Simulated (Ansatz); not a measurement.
Geometry optimisation, Ansatz 0.2.0, RKS PBE-D4/def2-SVP.

The input (input.yaml):

```yaml
crystal:
  periodic: [false, false, false]
  atoms:
    - { symbol: Cl, position_ang: [-0.9717, -1.5595, -0.8159] }
    - { symbol: C, position_ang: [0.1711, -0.4826, -0.0149] }
    - { symbol: Cl, position_ang: [1.3158, -1.2015, 1.0947] }
    - { symbol: B, position_ang: [-0.096, 1.0497, 0.1617] }
    - { symbol: O, position_ang: [0.7468, 0.4217, -0.877] }
    - { symbol: H, position_ang: [-1.1239, 1.7082, 0.4052] }
basis:
  gaussian: { orbitals: def2-SVP }
hamiltonian:
  xc: pbe
  dispersion: d4
relax:
  f_tol: 0.02
  max_steps: 40
scf:
  lower_state_search: "off"
output:
  orbitals: {}
```

Run as:

```bash
$ ansatz run input.yaml --threads 1 --pin off --max-ram 2048MiB --backend cpu --events-out ev --progress --plain --runs-dir out
```

Q: Where does it end, and by what steps?

A: It converged. After 7 steps the energy has fallen by 0.918 eV; H6 moved furthest, 0.35 Å.

| step | energy less start (eV) | largest force component (eV/Å) | accepted |
| --- | --- | --- | --- |
| 0 | 0.0000 | 3.194 | yes |
| 1 | -0.6413 | 1.723 | yes |
| 2 | -0.8843 | 1.121 | yes |
| 3 | -0.9131 | 0.296 | yes |
| 4 | -0.9167 | 0.166 | yes |
| 5 | -0.9183 | 0.037 | yes |
| 6 | -0.9183 | 0.055 | no |
| 7 | -0.9184 | 0.005 | yes |

```xyz
6
Properties=species:S:1:pos:R:3
Cl -0.821 -1.743 -0.860
C 0.098 -0.529 0.029
Cl 1.324 -1.229 1.087
B -0.308 0.935 0.089
O 0.615 0.562 -0.828
H -0.866 1.940 0.437
```

Whether the end is a true minimum wasn't checked by a vibrational analysis.

The run took 14 s on 1 thread of Arm Neoverse V2, with other jobs on the host, peak memory 0.13 GiB.
